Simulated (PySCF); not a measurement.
HCl₃Ge, charge +1, doublet, geometry from GFN2-xTB (a state made from the parent by changing its charge; the spin is typed, not shown lowest); DF-SVWN5/pcseg-0 (PySCF).

Here is a job for PySCF.
```python
from pyscf import gto, scf, dft

mol = gto.M(
    atom='''
Ge   -0.019294   -0.001387    0.270341
Cl   -0.215770    2.040192   -0.211343
Cl    1.891285   -0.819100   -0.075632
Cl   -1.631545   -1.217931   -0.329106
H    -0.130069   -0.009351    1.822448
''',
    basis='pcseg-0',
    charge=1,
    spin=1,
    verbose=5,
)

mf = dft.UKS(mol)
mf.xc = 'lda,vwn'
mf = mf.density_fit(auxbasis='def2-universal-jkfit')
mf.kernel()
mf.analyze()
```

Q: What does PySCF print? Leave out banner, timings and long lists.

A: 
```
PySCF version 2.14.0

[INPUT] verbose = 5
[INPUT] max_memory = 4000
[INPUT] num. atoms = 5
[INPUT] num. electrons = 83
[INPUT] charge = 1
[INPUT] spin (= nelec alpha-beta = 2S) = 1
[INPUT] symmetry False subgroup None
[INPUT] Mole.unit = angstrom
[INPUT] Symbol           X                Y                Z      unit          X                Y                Z       unit  Magmom
[...]
[INPUT] ---------------- BASIS SET ----------------
[INPUT] l, kappa, [nprim/nctr], expnt,             c_1 c_2 ...
[INPUT] Ge
[...]
                                5847.6            0.0403097    0    0    0    0
                                1329.62           0.184873    0    0    0    0
                                373.574            0.5    0    0    0    0
                                119.675           0.489703    0    0    0    0
                                19.0606              0  0.5    0    0    0
                                6.72257              0 0.149927    0    0    0
                                2.87134              0    0  0.5    0    0
                                1.17391              0    0 0.280916    0    0
                                0.236832             0    0    0    1    0
                                0.0900731            0    0    0    0    1
[...]
                                149.115           0.174812    0    0    0
                                46.1027            0.5    0    0    0
                                15.5704           0.460314    0    0    0
                                6.28705              0 0.336151    0    0
                                2.08781              0  0.5    0    0
                                0.511                0    0    1    0
                                0.122755             0    0    0    1
[...]
                                11.8735           0.287297
                                3.702              0.5
                                1.03731           0.400417
[INPUT] Cl
[...]
                                1570.06           0.0421295    0    0    0
                                356.871           0.190526    0    0    0
                                99.7801            0.5    0    0    0
                                31.356            0.468042    0    0    0
                                4.64874              0  0.5    0    0
                                1.6906               0 0.222191    0    0
[...]
converged SCF energy = -3446.15819426452  <S^2> = 0.75151999  2S+1 = 2.0015194
Total Energy =                       -3446.158194264521626
[...]
spin_pop of  0 Ge 3dz^2     0.00129
spin_pop of  0 Ge 3dxz      0.00001
spin_pop of  0 Ge 3dx2-y2    0.00000
spin_pop of  1 Cl 1s        0.00000
spin_pop of  1 Cl 2s       -0.00000
spin_pop of  1 Cl 3s        0.00013
spin_pop of  1 Cl 4s       -0.00001
spin_pop of  1 Cl 2px      -0.00000
spin_pop of  1 Cl 2py      -0.00000
spin_pop of  1 Cl 2pz       0.00002
spin_pop of  1 Cl 3px       0.00126
spin_pop of  1 Cl 3py       0.01476
spin_pop of  1 Cl 3pz       0.25230
spin_pop of  1 Cl 4px       0.00005
spin_pop of  1 Cl 4py       0.00004
spin_pop of  1 Cl 4pz       0.00014
spin_pop of  2 Cl 1s        0.00000
spin_pop of  2 Cl 2s       -0.00000
spin_pop of  2 Cl 3s        0.00013
spin_pop of  2 Cl 4s       -0.00001
spin_pop of  2 Cl 2px       0.00000
spin_pop of  2 Cl 2py      -0.00000
spin_pop of  2 Cl 2pz       0.00002
spin_pop of  2 Cl 3px       0.02102
spin_pop of  2 Cl 3py       0.00268
spin_pop of  2 Cl 3pz       0.24459
spin_pop of  2 Cl 4px       0.00004
spin_pop of  2 Cl 4py       0.00005
spin_pop of  2 Cl 4pz       0.00014
spin_pop of  3 Cl 1s        0.00000
spin_pop of  3 Cl 2s       -0.00000
spin_pop of  3 Cl 3s        0.00013
spin_pop of  3 Cl 4s       -0.00001
spin_pop of  3 Cl 2px      -0.00000
spin_pop of  3 Cl 2py      -0.00000
spin_pop of  3 Cl 2pz       0.00002
spin_pop of  3 Cl 3px       0.00407
spin_pop of  3 Cl 3py       0.00519
spin_pop of  3 Cl 3pz       0.25908
spin_pop of  3 Cl 4px       0.00004
spin_pop of  3 Cl 4py       0.00004
spin_pop of  3 Cl 4pz       0.00014
spin_pop of  4 H 1s        0.21738
spin_pop of  4 H 2s        0.00052
 ** Mulliken Spin Density (per atom)  **
spin density of  0 Ge =     -0.02393
spin density of  1 Cl =      0.26868
spin density of  2 Cl =      0.26865
spin density of  3 Cl =      0.26870
spin density of  4 H =      0.21790
 ** Mulliken pop alpha/beta on meta-lowdin orthogonal AOs **
 ** Mulliken pop       alpha | beta **
In total            42.00000 | 41.00000
 ** Mulliken atomic charges   ( Nelec_alpha | Nelec_beta ) **
charge of  0Ge =      0.53052  (    15.72278     15.74671 )
charge of  1Cl =      0.09696  (     8.58586      8.31718 )
charge of  2Cl =      0.09693  (     8.58586      8.31721 )
charge of  3Cl =      0.09698  (     8.58586      8.31716 )
charge of  4H =      0.17862  (     0.51964      0.30174 )

WARN: System has nonzero charge 1; the dipole moment is origin-dependent.
Location of origin: [0. 0. 0.]

Dipole moment(X, Y, Z, Debye): -0.11363, -0.00817,  1.58596
```
